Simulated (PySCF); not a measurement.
Assignment exercise: C6H7F3Si

Bonds (- single, = double, # triple, : aromatic): F1-C2, C2-F3, C2-F4, C2-C5, C5#C6, C6-C7, C7-C8, C8-Si9, Si9-C10, C10-C7. C7 carries H11; C8 carries H12, H13; Si9 carries H14, H15; C10 carries H16, H17. H13, H15, H17 are cis to C6 on the ring; H12, H14, H16 are trans to C6 on the ring.

PySCF calculation with shieldings: GIAO PBE0/pcSseg-1 and structure optimised with GFN2-xTB; single conformer, no relativistic terms, no solvent, averaged over atoms made equivalent by symmetry, fast rotation or ring inversion.

Referencing at the same level of theory: 13C (σref 186.93), 1H (σref 31.72) vs TMS.

(1) Assign these signals to the numbered atoms. 13C{1H} NMR (computed): δ 124.6, 103.6, 76.9, 23.1, 19.3.

(2) Assign these signals to the numbered atoms. 1H NMR (500 MHz, computed): δ 4.79 (m, 1H), 4.73 (m, 1H), 3.22 (m, 1H), 1.94 (m, 2H), 1.86 (m, 2H).

## Answers

(1) 
| δ (ppm) | atoms | environment | reason |
| --- | --- | --- | --- |
| 124.6 | C2 | CF3 carbon | 3 electronegative neighbours deshield it |
| 103.6 | C6 | alkyne carbon | the triple bond shields along its axis, which puts it between sp3 and sp2 carbons |
| 76.9 | C5 | alkyne carbon | – |
| 23.1 | C7 | propargylic sp3 CH | aliphatic region, no heteroatom directly attached |
| 19.3 | C8/C10 | sp3 CH2 bonded to Si | – |

(2) 
4.79 → H15, hydrogen on a silicon bonded to 2 C, in a 4-membered ring
4.73 → H14, hydrogen on a silicon bonded to 2 C, in a 4-membered ring
3.22 → H11, hydrogen on a propargylic sp3 CH
1.94 → H12/H16, hydrogen on an sp3 CH2 bonded to Si
1.86 → H13/H17, hydrogen on an sp3 CH2 bonded to Si

H15 and H14; H12/H16 and H13/H17 lie closer than the usual error of such a calculation, so a measured spectrum could show them in the other order.

Splittings by 19F in the carbon and heteronuclear signals aren't shown, as no couplings were computed. Shifts are as computed. Against solution values, carbons near 30 ppm lie about +3 ppm off and those near 130 ppm about +5 ppm. Of 1211 compounds with measured shifts, 218 miss one by over three times the rms of a fit or turn the order of signals round; such compounds aren't used in these exercises. Multiplicities follow the n + 1 count of equivalent neighbours, as no J values were calculated; m marks all less simple cases, F and P coupling included.
